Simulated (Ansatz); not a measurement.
Reaction (atomization): `FB[AsH2]` → As• + B• + F• + 3 H•

Calculated with Ansatz (gas phase, PBE0-D4/def2-TZVP geometries, no zero-point term in ΔE). CBS: MP2 limit from def2 TZ/QZ plus the TZ coupled-cluster correction, frozen cores. This one scheme is used for every species, atoms too. DFT in def2-TZVPP. No spin–orbit coupling; open shells (•) take unrestricted orbitals. Spin–orbit coupling would lower the free atoms: a little for B, F. Bonds to As are less sure, by a few kJ/mol each and by 10 to 20 or more in all where they break to atoms, as the def2 sets lack core-valence functions. Scalar relativity is left out up to krypton.

`FB[AsH2]`:

Cartesian coordinates in Å:
```
F 0.438 -1.752 0.603
B -0.162 -0.579 0.669
As 0.621 1.017 -0.308
H -1.109 -0.478 1.399
H -0.729 1.524 -0.776
H 0.941 0.268 -1.587
```

Task: What is ΔE at CCSD(T)/CBS? (An estimate is asked.)

Result: The calculation gave: +1896.8 kJ/mol.

Task: What do these levels give: B97M-V, CAM-B3LYP-D4, PBE0, r2SCANh, BHLYP, HF/def2-TZVPP? (Best estimate.)

Result: Ansatz gave: B97M-V 1925.0, CAM-B3LYP-D4 1924.6, PBE0 1888.3, r2SCANh 1900.2, BHLYP 1847.4, HF/def2-TZVPP 1384.5 kJ/mol.

Task: What do rigid-rotor, harmonic-oscillator terms from PBE0-D4/def2-TZVP frequencies (298.15 K, 1 bar) make of the CCSD(T)/CBS value? (Best estimate.)

Result: Ansatz gave: ΔZPE = -80.7 kJ/mol, ΔH = +1838.7 kJ/mol, ΔS = 539 J/(mol·K), ΔG = +1678.0 kJ/mol. Open shells count their whole term as degenerate.

Largest T1 diagnostic among the species: 0.014.

From BLYP to BHLYP (50 % exact exchange), in def2-TZVPP and without D4, ΔE moves by −54.2 kJ/mol: exact exchange takes away binding that semilocal exchange gives to molecules. In def2-TZVPP, CCSD(T) changes the Hartree–Fock value by +467.4 kJ/mol (the triples alone add +27.6 kJ/mol) and MP2 by +486.3 kJ/mol; breaking electron pairs costs correlation energy, which Hartree–Fock lacks.

For atomizations the MP2-based limit and the directly extrapolated one differ by several kJ/mol either way, and by 10 to 25 for some Ge, Se and Sn compounds, so smaller differences from it don't rank the levels.
